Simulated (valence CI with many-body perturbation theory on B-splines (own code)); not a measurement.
**Pt XLVII in brief**

Level of theory: relativistic CI+MBPT: four valence electrons over a frozen Dirac-Fock core [Ar] 3d10, radial functions for each j: 11 s, 11 p, 9 d, 7 f, 5 g, 2 h, 1 i, with the one-electron correlation potential Σ1, the two-electron term Σ2, the three-electron term Σ3, Breit, model QED; selected CI, second order for the rest (own B-spline code, finite nucleus).

No measured spectrum was set against this ion. As an estimate, large intervals hold to a few tenths of a per cent, small ones and those within an open d or f shell to about a per cent.

Levels are named by their leading jj configuration (3d3/2^4 stands for four electrons in 3d with j = 3/2), which in mixed levels can hold well under half, so a name can repeat and another be missing.

Rates and lifetimes use the calculated energies. Strong lines usually hold to 10 to 20 %, long lifetimes can be off by a factor of two.

(1) What is the ground level?

(2) Where does the other parity begin?

(3) Name the longest-lived excited levels whose lifetime is computed, and their main decay.

(4) What is the ionisation energy?

(5) Among levels below 592.64 eV, which E1 lines absorb most strongly from the ground level?

(6) How well does LS coupling describe the low levels?

(7) What are the static dipole polarisabilities of the lowest levels?

## Answers

(1) (4s^2 4p1/2^2) J=0, composition 69 % 4s2 4p2 3P + 30 % 4s2 4p2 1S.

(2) At (4s 4p1/2^2 4p3/2) J=2, 229.24 eV.

(3) (4s^2 4p1/2 4p3/2) J=2 at 127.32 eV lives 2.18 μs, mostly by E2 to (4s^2 4p1/2^2) J=0; (4s^2 4p3/2 4d5/2) J=4 at 446.10 eV lives 96.4 ns, mostly by M1 to (4s^2 4p1/2 4d5/2) J=3; (4s^2 4p1/2 4p3/2) J=1 at 122.69 eV lives 84.4 ns, mostly by M1 to (4s^2 4p1/2^2) J=0.

(4) 2538.4 eV; NIST lists 2536 ± 4 eV (theoretical).

(5) to (4s^2 4p1/2 4d3/2) J=1 at 4.001 nm, f = 1.68; to (4s 4p1/2^2 4p3/2) J=1 at 5.059 nm, f = 0.570; to (4s 4p1/2 4p3/2^2) J=1 at 3.333 nm, f = 0.00473.

(6) Among the lowest 20 levels the leading LS term, summed over configurations, holds 59 % on average. For single configurations the figures are 58 % in LS and 95 % in jj coupling. Terms mix most in the J = 2 level at 401.62 eV, where the leading one holds 29 %.

(7) (4s^2 4p1/2^2) J=0 0.0222 bohr³, of which the core gives 0.00160.
